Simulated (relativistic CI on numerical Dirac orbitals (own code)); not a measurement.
# Energy levels of Lu⁶⁴⁺

These numbers are calculated, not measured: Dirac-Coulomb-Breit CI, orbitals from a KLI potential per configuration, model QED (radiative potential, 1s self-energy scaled to tabulated hydrogen-like ionisation energies), unscaled Slater integrals (own radial code, finite nucleus).

CI space (outside the closed core 1s2): 2s2 2p3, 2s 2p4, 2p5, 2p4 3s, 2p4 3p, 2p4 3d, 2s2 2p2 3s, 2s2 2p2 3p, 2s2 2p2 3d, 2s 2p3 3s, 2s 2p3 3p, 2s 2p3 3d, 2s2 2p2 4s, 2s2 2p2 4p, 2s2 2p2 4d, 2s2 2p2 4f, 2s2 2p 3s2, 2s 2p3 4s, 2s 2p3 4p, 2s2 2p 3s 3p, 2s 2p3 4d, 2s 2p3 4f, 2s2 2p2 5s, 2s2 2p 3s 3d, 2s2 2p2 5p, 2s2 2p 3p2, 2s2 2p2 5d, 2s2 2p2 5f, 2s2 2p2 5g, 2s2 2p 3p 3d, 2s 2p2 3s2, 2s2 2p 3d2, 2s 2p2 3s 3p, 2s 2p2 3s 3d, 2s 2p2 3p2, 2s 2p2 3p 3d. Levels of other configurations are missing.

The lowest level is 2s2 2p3 2P°_3/2, with 49 % of that term; Hund's rules for 2s2 2p3 give 4S° with J = 3/2, of which the calculation keeps J, while another term leads.

```tsv
No.	Configuration	Term	J	E (10³ cm⁻¹)	%	Landé g	Lifetime (s)	jj configuration (%)
1	2s2 2p3	2P°	3/2	0.0	49	1.317		2p3/2 (100)
2	2s2 2p3	4S°	3/2	9231.7	55	1.435	7.12e-11	2p1/2 2p3/2^2 (100)
3	2s2 2p3	2D°	5/2	9418.6	100	1.165	4.16e-10	2p1/2 2p3/2^2 (100)
4	2s2 2p3	2P°	1/2	9815.2	100	0.621	1.26e-10	2p1/2 2p3/2^2 (100)
5	2s 2p4	4P	5/2	11856.1	70	1.446	4.97e-13	2s 2p3/2^2 (100)
6	2s 2p4	2S	1/2	12670.9	64	2.003	1.33e-13	2s 2p3/2^2 (100)
7	2s 2p4	2P	3/2	12683.6	51	1.172	7.26e-14	2s 2p3/2^2 (100)
8	2s2 2p3	2P°	3/2	19067.3	51	1.286	1.98e-11	2p3/2^3 (99)
9	2s 2p4	4P	3/2	21301.0	85	1.584	1.50e-13	2s 2p1/2 2p3/2^3 (100)
10	2s 2p4	2D	5/2	21629.3	70	1.282	1.49e-13	2s 2p1/2 2p3/2^3 (100)
11	2s 2p4	2P	1/2	22121.0	64	1.352	5.92e-14	2s 2p1/2 2p3/2^3 (99)
12	2s 2p4	2D	3/2	22192.7	54	1.012	5.97e-14	2s 2p1/2 2p3/2^3 (100)
13	2p5	2P°	3/2	25093.7	99	1.301	4.98e-14	2p3/2^3 (99)
14	2s 2p4	4P	1/2	31497.3	39	1.868	6.98e-14	2s 2p3/2^4 (100)
15	2p5	2P°	1/2	34557.9	100	0.621	3.69e-14	2p1/2 2p3/2^4 (100)
16	2s2 2p2 3s	4P	1/2	65297.5	46	1.993	5.37e-15	2p1/2^2 3s (100)
17	2s2 2p2 3p	2P°	1/2	66092.2	46	0.647	4.32e-13	2p1/2^2 3p1/2 (100)
18	2s2 2p2 3p	2P°	3/2	68943.7	35	1.322	4.11e-13	2p1/2^2 3p3/2 (100)
19	2s2 2p2 3d	2D	3/2	69638.9	42	0.783	4.56e-15	2p1/2^2 3d3/2 (100)
20	2s2 2p2 3d	2D	5/2	70450.9	36	1.189	8.21e-16	2p1/2^2 3d5/2 (100)
21	2s2 2p2 3s	4P	3/2	74640.1	88	1.654	8.14e-15	2p1/2 2p3/2 3s (100)
22	2s2 2p2 3s	2P	1/2	74721.1	67	1.294	3.77e-15	2p1/2 2p3/2 3s (100)
23	2s2 2p2 3s	2D	5/2	74798.9	65	1.308	7.37e-15	2p1/2 2p3/2 3s (100)
24	2s2 2p2 3s	2D	3/2	74851.9	64	0.955	4.01e-15	2p1/2 2p3/2 3s (100)
25	2s2 2p2 3p	4P°	1/2	75425.8	49	1.729	6.52e-13	2p1/2 2p3/2 3p1/2 (100)
26	2s2 2p2 3p	4D°	3/2	75476.3	55	1.128	5.82e-13	2p1/2 2p3/2 3p1/2 (100)
27	2s2 2p2 3p	2F°	5/2	75585.2	49	1.046	4.42e-13	2p1/2 2p3/2 3p1/2 (100)
28	2s2 2p2 3p	2P°	3/2	75904.3	43	1.306	2.27e-13	2p1/2 2p3/2 3p1/2 (99)
29	2s 2p3 3s	4P°	5/2	76931.7	47	1.592	1.08e-14	2s 2p3/2 3s (98)
30	2s 2p3 3s	2P°	3/2	77162.4	35	1.431	4.55e-15	2s 2p3/2 3s (98)
```

Energies count from the lowest computed level; ° marks odd parity; lifetimes are radiative, by E1, M1, E2, M2 decay to levels of this space only. Filled j subshells are mostly left out of the jj labels.

The mean weight of the leading LS term, summed over parents, in these 30 levels is 61 %, and that of the leading jj configuration (from the same eigenvectors) 100 %, so jj coupling describes them better and the LS labels are nominal.

At this charge energies of transitions that change n are usually good to better than 1 %, and those within a shell (Δn = 0) to a few per cent.

LS names give the leading component of a level, which can be under half, so a name can repeat, a term be missing and a line seem to break the LS rules.
